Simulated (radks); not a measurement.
Q: Valence configurations of Dy II (all share [Xe]). Method: non-relativistic Kohn-Sham, r2SCAN, spin-polarised, spherical densities, point nucleus; open shells are filled with parallel spins first (spin-orbit coupling, left out, can overturn this in heavy ions); meta-GGA in the generalised Kohn-Sham scheme; relativity is left out, which matters for an element this heavy; computed with a radial shooting solver on a logarithmic mesh with Libxc functionals. Order these by energy: 4f10 6s0.5 6p0.5; 4f9 5d1 6s1; 4f8 6s1 6p2; 4f11; 4f7.5 6s1 6p2.5; 4f10 6p1; 4f10 6s1; 4f9 6s1 6p1; 4f7 6s1 6p3; 4f8 5d1 6p2.

A: From the lowest, in eV above it: 4f10 6s1 0.000; 4f11 0.715; 4f10 6s0.5 6p0.5 1.475; 4f10 6p1 2.878; 4f9 5d1 6s1 4.999; 4f9 6s1 6p1 8.766; 4f8 5d1 6p2 23.605; 4f8 6s1 6p2 26.325; 4f7.5 6s1 6p2.5 38.723; 4f7 6s1 6p3 53.671. NIST lists [Xe] 4f10 6s1 as the ground configuration; this level of theory agrees among the configurations tried. The energies are those of spherical high-spin densities, not of single terms. Relativity is left out, which favours d and f over s occupation in heavy atoms.
